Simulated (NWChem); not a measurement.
A series in which one site is exchanged, each optimised at PBE0/def2-SVP with NWChem, gas phase unless a solvent is named. This build's default masses of Se (78.918 u) and Br (79.917 u) are each other's, which moves their modes by up to 0.6 %. For some, no frequency run checked for a minimum. def2 effective core potentials on I; no spin-orbit coupling.

A: [SeH2] (H2Se; site = H)
B: [SeH]I (HSeI; site = I)
C: [SeH]F (HSeF; site = F)
D: [SeH]Br (HSeBr; site = Br)

Values for A:

```
Property                                                   Value
---------------------------------------------------------  -----
dipole (D), PBE0/def2-SVP                                   0.96
orbital gap (eV), PBE0/def2-SVP                             7.30
vertical ionisation energy, ΔSCF, CAM-B3LYP/def2-SVP (eV)   9.79
static polarisability, CAM-B3LYP/def2-SVPD (bohr³)          31.1
lowest singlet excitation, CAM-B3LYP/def2-SVPD, TDA (eV)    5.29
```

Problem. How do these values change for the other members?

Solution. 
| change from A | B | C | D |
|---|---|---|---|
| dipole (D), PBE0/def2-SVP | -0.05 | +1.07 | +0.35 |
| orbital gap (eV), PBE0/def2-SVP | -3.42 | -2.13 | -2.95 |
| vertical ionisation energy, ΔSCF, CAM-B3LYP/def2-SVP (eV) | -0.71 | +0.13 | -0.39 |
| static polarisability, CAM-B3LYP/def2-SVPD (bohr³) | +33.8 | -1.4 | +20.3 |
| lowest singlet excitation, CAM-B3LYP/def2-SVPD, TDA (eV) | -2.86 | -2.18 | -2.58 |
